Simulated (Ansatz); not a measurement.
System: TlI (charge -1, doublet). 
Structure (B3LYP-D3(BJ)/def2-TZVP (Ansatz, an electronic-structure program) minimum search):
```xyz
2

Tl     0.0000     0.0000    -1.2461
I      0.0000     0.0000     1.9044
```
Charge -1, spin multiplicity 2.

Basis-set convergence of Hartree-Fock and CCSD correlation energies (hartree) with Ansatz. Valence correlation only, unless marked. UHF or UKS for open shells. No spin-orbit coupling. Frozen are the shells of the preceding noble gas and the d and f shells that filled before the atom's block. In def2 rows, elements after Kr have scalar-relativistic effective core potentials. This anion needs diffuse functions, which these sets lack.

```tsv
basis	functions	E(HF)	E(corr, CCSD)
def2-SVP	52	-468.26205	-0.14627
def2-TZVPP	100	-468.27655	-0.20103
def2-QZVPP	164	…	…
```

Question: What belongs in the gaps?

Answer: 
- def2-QZVPP, E(HF): -468.27941
- def2-QZVPP, E(corr, CCSD): -0.22455
